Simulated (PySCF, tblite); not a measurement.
Species: C5H5F3O.
SMILES with atom numbers: `[F:1][C:2]([F:3])([F:4])[C@H:5]1[CH:6]=[CH:7][O:8][CH2:9]1` (hydrogens: H10 on C5; H11 on C6; H12 on C7; H13, H14 on C9)

Computed with GFN2-xTB (tblite), gas phase: nudged elastic band of 9 images (0 to 8), spring 0.2 eV/Å², climbing image at the end, force threshold 0.05 eV/Å. No saddle search or frequency run followed, so the top image need not be a first-order saddle, and its height can exceed the method's true barrier by a kcal/mol or more.

Path: rotation about C2–C5 (CF3 carbon, allylic carbon), followed by the dihedral F3–C2–C5–C9.

Image 0 (start, dihedral -63°):
```
atom  x, y, z in Å
F1      0.844    1.224   -1.487
C2      1.409    0.673   -0.406
F3      2.429   -0.082   -0.855
F4      1.958    1.673    0.297
C5      0.428   -0.142    0.428
C6     -0.760    0.690    0.843
C7     -1.850    0.162    0.300
O8     -1.646   -0.955   -0.432
C9     -0.252   -1.250   -0.406
H10     0.996   -0.533    1.278
H11    -0.681    1.567    1.450
H12    -2.873    0.484    0.365
H13    -0.117   -2.239    0.040
H14     0.115   -1.272   -1.436
```

Image 8 (end, 0.000 eV, dihedral 56°):
```
atom  x, y, z in Å
F1      1.706    1.950    0.067
C2      1.377    0.738   -0.399
F3      0.927    0.912   -1.648
F4      2.525    0.045   -0.503
C5      0.370    0.032    0.501
C6     -0.947    0.767    0.530
C7     -1.880   -0.025    0.018
O8     -1.452   -1.252   -0.356
C9     -0.057   -1.334   -0.081
H10     0.840   -0.050    1.487
H11    -1.055    1.770    0.885
H12    -2.926    0.160   -0.136
H13     0.106   -2.151    0.627
H14     0.467   -1.564   -1.014
```

Task: What do the inner images look like?

Result: 
Image 1: +0.016 eV, dihedral -49°
```
atom  x, y, z in Å
F1      0.823    1.436   -1.338
C2      1.415    0.682   -0.405
F3      2.280   -0.118   -1.056
F4      2.159    1.506    0.346
C5      0.421   -0.118    0.436
C6     -0.789    0.706    0.805
C7     -1.862    0.138    0.271
O8     -1.630   -1.000   -0.418
C9     -0.231   -1.262   -0.372
H10     0.978   -0.475    1.308
H11    -0.740    1.604    1.385
H12    -2.892    0.442    0.312
H13    -0.078   -2.234    0.103
H14     0.144   -1.306   -1.399
```

Image 2: +0.055 eV, dihedral -35°
```
atom  x, y, z in Å
F1      0.843    1.647   -1.149
C2      1.419    0.696   -0.406
F3      2.108   -0.083   -1.259
F4      2.336    1.307    0.358
C5      0.415   -0.099    0.439
C6     -0.813    0.717    0.766
C7     -1.871    0.115    0.237
O8     -1.614   -1.043   -0.407
C9     -0.212   -1.282   -0.332
H10     0.959   -0.421    1.333
H11    -0.789    1.635    1.314
H12    -2.906    0.406    0.251
H13    -0.051   -2.232    0.184
H14     0.175   -1.364   -1.352
```

Image 3: +0.095 eV, dihedral -20°
```
atom  x, y, z in Å
F1      0.909    1.827   -0.936
C2      1.422    0.710   -0.408
F3      1.921    0.006   -1.438
F4      2.484    1.087    0.322
C5      0.408   -0.079    0.440
C6     -0.838    0.726    0.724
C7     -1.880    0.092    0.203
O8     -1.597   -1.085   -0.395
C9     -0.193   -1.301   -0.291
H10     0.937   -0.364    1.356
H11    -0.835    1.661    1.243
H12    -2.918    0.369    0.191
H13    -0.028   -2.228    0.266
H14     0.207   -1.422   -1.301
```

Image 4 (top): +0.114 eV, dihedral -4°
```
atom  x, y, z in Å
F1      1.014    1.959   -0.710
C2      1.422    0.721   -0.409
F3      1.717    0.133   -1.579
F4      2.594    0.856    0.234
C5      0.401   -0.058    0.444
C6     -0.862    0.736    0.682
C7     -1.887    0.068    0.168
O8     -1.576   -1.124   -0.385
C9     -0.171   -1.316   -0.249
H10     0.915   -0.301    1.380
H11    -0.881    1.685    1.174
H12    -2.928    0.330    0.130
H13    -0.004   -2.219    0.345
H14     0.246   -1.470   -1.247
```

Image 5: +0.101 eV, dihedral 11°
```
atom  x, y, z in Å
F1      1.149    2.035   -0.489
C2      1.416    0.726   -0.408
F3      1.504    0.285   -1.671
F4      2.656    0.627    0.102
C5      0.392   -0.035    0.454
C6     -0.886    0.747    0.641
C7     -1.890    0.045    0.132
O8     -1.550   -1.159   -0.377
C9     -0.145   -1.325   -0.208
H10     0.895   -0.236    1.407
H11    -0.926    1.709    1.106
H12    -2.935    0.289    0.069
H13     0.024   -2.208    0.415
H14     0.294   -1.500   -1.193
```

Image 6: +0.063 eV, dihedral 26°
```
atom  x, y, z in Å
F1      1.314    2.057   -0.281
C2      1.405    0.728   -0.404
F3      1.288    0.462   -1.712
F4      2.667    0.402   -0.071
C5      0.384   -0.011    0.470
C6     -0.908    0.758    0.601
C7     -1.890    0.023    0.095
O8     -1.519   -1.192   -0.367
C9     -0.115   -1.328   -0.167
H10     0.874   -0.169    1.437
H11    -0.971    1.734    1.035
H12    -2.937    0.246    0.003
H13     0.059   -2.193    0.479
H14     0.349   -1.516   -1.139
```

Image 7: +0.020 eV, dihedral 41°
```
atom  x, y, z in Å
F1      1.504    2.027   -0.098
C2      1.392    0.728   -0.399
F3      1.091    0.661   -1.703
F4      2.621    0.198   -0.270
C5      0.375    0.014    0.489
C6     -0.930    0.767    0.563
C7     -1.887   -0.001    0.058
O8     -1.486   -1.223   -0.355
C9     -0.084   -1.327   -0.127
H10     0.852   -0.105    1.468
H11    -1.016    1.757    0.960
H12    -2.935    0.200   -0.063
H13     0.096   -2.176    0.539
H14     0.406   -1.522   -1.085
```

The largest changes of bonds and angles from start to top: C2–C5 1.524 → 1.542 Å, C2–F4 1.340 → 1.344 Å, C2–F3 1.345 → 1.342 Å, C5–C6 1.508 → 1.511 Å, C2–C5–C9 111.8 → 114.1°, F3–C2–C5 111.7 → 114.0°, C6–C5–H10 113.1 → 112.1°. GFN2-xTB torsional profiles can miss by a kcal/mol or more and can put conformers in the wrong order.

Task: What do single points at PBE0/pcSseg-1 (PySCF, no dispersion term) give on some images?

Result: 
```
image  GFN2-xTB E (eV)  DFT E (eV)  HOMO (eV)  LUMO (eV)  dipole (D)
    0            0.000       0.000      -6.77       0.31        1.87
    2            0.055       0.099      -6.76       0.37        1.83
    4            0.114       0.188      -6.76       0.39        1.81
    6            0.063       0.095      -6.77       0.33        1.85
    8            0.000       0.001      -6.77       0.31        1.87
```

Energies count from image 0 at each level. At the GFN2-xTB top the DFT energy is 4.3 kcal/mol against 2.6; the geometries weren't optimised at the DFT level.

What follows is the cost of the whole band run. The run took 2.0 s wall on Arm Neoverse V2, one thread, shared host with 32 logical CPUs at a one-minute load of 12, and the process peaked at 0.18 GiB of memory.
